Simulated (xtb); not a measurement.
Ga(Br)(OH)2 (BrGaH₂O₂), SMILES [OH][Ga]([Br])[OH]. All values are semi-empirical tight-binding results from xtb (GFN2-xTB unless named), good for trends rather than for accurate numbers. Geometry: GFN2-xTB. The values are those of a single conformer.

For metal compounds this method's bond lengths and energies can be far off.

Computed properties:
- point group as xtb finds it: Cs
- orbital gap: 4.05 eV
- zero-point energy: 15.6 kcal/mol
- G − E(el) at 298.15 K (modified RRHO): -4.6 kcal/mol
